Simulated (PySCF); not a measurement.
Ga(OH)3(MeCN), C2H6GaNO3, singlet at its B3LYP/def2-SVP optimised geometry (Å):

```
13

Ga    -0.2411     0.1962     0.0000
O     -1.0815     1.7953     0.0000
H     -1.9169     1.7525     0.4822
O     -1.0806    -1.1992     0.7811
H     -0.4516    -1.7953     1.2066
O      1.5650     0.1962     0.0000
H      1.9169     1.0945     0.0367
C     -0.9964    -1.0374    -4.5660
C     -0.7644    -0.6560    -3.1816
N     -0.5799    -0.3537    -2.0847
H     -1.6210    -1.9422    -4.6045
H     -0.0362    -1.2416    -5.0627
H     -1.5103    -0.2224    -5.0971
```

Method: B3LYP/def2-TZVP (PySCF).

Map of the electron localisation function on the plane z = 1.5 Å:

```
|00000000000000000000000000000|
|00000000000000000000000000000|
|00000000000000000000000000000|
|00000000000000000000000000000|
|00000000000111000000000000000|
|00000000001121100000000000000|
|00000122111222100000000000000|
|00001343211222100000000000000|
|00001344211221000000000000000|
|00000232211111000000000000000|
|00000011000110000000000000000|
|00000000000000000111110000000|
|00000000000000000122221000000|
|00000000000000000123332100000|
|00000001123221000124443100000|
|00000023566542100013443100000|
|00000146777753100002332100000|
|00000257888764200000111000000|
|00001357888765410000000000000|
|00000256777788741000000000000|
|00000245666899962000000000000|
|00000123345899974000000000000|
|00000011123689864000000000000|
|00000000001367652000000000000|
|00000000000134420000000000000|
|00000000000001000000000000000|
|00000000000000000000000000000|
|00000000000000000000000000000|
|00000000000000000000000000000|
```
Scale: ten equal steps from 0.000 (start of '0') to 0.961 (end of '9'), in the order '0123456789'; x runs from -4.00 to 4.00, y from -4.00 (bottom) to 4.00 (top).
